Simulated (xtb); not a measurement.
A geometry relaxed with GFN2-xTB (xtb 6.7.1), charge 0, multiplicity 1:

```xyz
10

H     -1.2782     1.6215     0.5145
C     -1.4244     0.5624     0.6529
H     -2.3954     0.2560     1.0009
H      1.6616    -0.2205     0.6785
H      0.9737     1.1481    -0.2390
H     -0.6237    -1.3710     0.5534
C      0.9070     0.0693    -0.0640
N      1.2089    -0.5970    -1.2621
C      1.4343    -1.1590    -2.2535
C     -0.4638    -0.3098     0.4185
```

### Question
Write the SMILES of this molecule.

### Answer
`[C-]#[N+]CC=C`
